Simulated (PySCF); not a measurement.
Se(Cl)(OMe) (CH₃ClOSe), SMILES [Se](OC)Cl. Atoms are numbered in the order given.

```xyz
7

Se    -0.0118    -0.2906     0.6905
Cl    -1.2549     1.2533    -0.2526
O      1.3859    -0.3185    -0.4025
C      1.1937    -0.9347    -1.6615
H      0.4886    -0.3547    -2.2797
H      2.1773    -0.9445    -2.1529
H      0.8208    -1.9678    -1.5624
```

Coordinates come from a PBE0-D3(BJ)/def2-SVP optimisation. The values are those of a single conformer.

Calculation: PBE0-D3(BJ)/def2-SVP (PySCF 2.14.0).

Frequencies are harmonic and unscaled.

```tsv
mode	ν (cm⁻¹)	IR (km/mol)	Raman (Å⁴/amu)	depolarisation	moving atoms (share of kinetic energy)
1	104	3.5	2.8	0.68	C 36 %, Cl 29 %, H 21 %, Se 11 %
2	138	0.5	0.6	0.67	H 88 %
3	252	8.1	2.0	0.47	O 61 %, H 17 %, Cl 12 %
4	331	1.3	1.6	0.38	C 33 %, O 26 %, H 22 %, Se 17 %
5	395	39.7	12.3	0.28	Cl 66 %, Se 33 %
6	644	44.4	17.0	0.25	O 69 %, Se 17 %
7	1088	114.5	3.3	0.42	O 50 %, C 44 %
8	1168	2.6	3.1	0.75	H 76 %, C 19 %
9	1183	5.7	1.8	0.33	H 71 %, C 21 %, O 8 %
10	1443	3.8	7.0	0.70	H 90 %, C 9 %
11	1452	12.7	15.1	0.75	H 95 %
12	1476	12.5	13.6	0.75	H 96 %
13	3035	39.9	137.1	0.02	H 97 %
14	3132	18.2	44.9	0.74	H 90 %, C 10 %
15	3167	7.5	132.5	0.55	H 90 %, C 10 %
```
